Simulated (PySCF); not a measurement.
**C₆ coefficients of unlike pairs at LC-wPBE**

Calculated with PySCF 2.14 from the dipole response of each species, C₆(A,B) = (3/π) ∫ α_A(iu) α_B(iu) du, in atomic units, from isotropic polarisabilities. For ions this is the dispersion term alone; charge-induced terms of lower order in 1/R come first.

| species | configuration | basis | relativity | α (bohr³) | C₆ (like pair) |
| --- | --- | --- | --- | --- | --- |
| Cl | [Ne] 3s2 3p5 (2P) | x2c-QZVPPall with one added diffuse shell each of s, p, d, f type (10s7p5d3f1g) | spin-free X2C | 14.60 | 91.98 |
| Mg | [Ne] 3s2 (1S) | aug-cc-pCVDZ (6s5p3d) | none | 77.26 | 708.4 |
| P²⁺ | [Ne] 3s2 3p1 (2P) | aug-cc-pCVTZ-DK with one added diffuse shell each of s, p, d, f type (9s8p6d4f) | spin-free X2C | 9.220 | 33.23 |
| Cu²⁺ | [Ar] 3d9 (2D) | aug-cc-pVTZ-PP with one added diffuse shell each of s, p, d, f, g type with ECP10MDF (7s7p6d4f3g) | core potential | 3.030 | 8.164 |

Task: Estimate C₆ for Cu²⁺ with P²⁺.

Result: The integral gives 14.89. The combination rule 2 C_A C_B / (C_A α_B/α_A + C_B α_A/α_B) gives 15.17 and the geometric mean 16.47.

No spin-orbit coupling is included.

The other pairs:

```tsv
pair	C₆
P²⁺, Cl	55.18
Cu²⁺, Cl	25.27
P²⁺, Mg	130.0
Cu²⁺, Mg	48.67
Mg, Cl	210.0
```
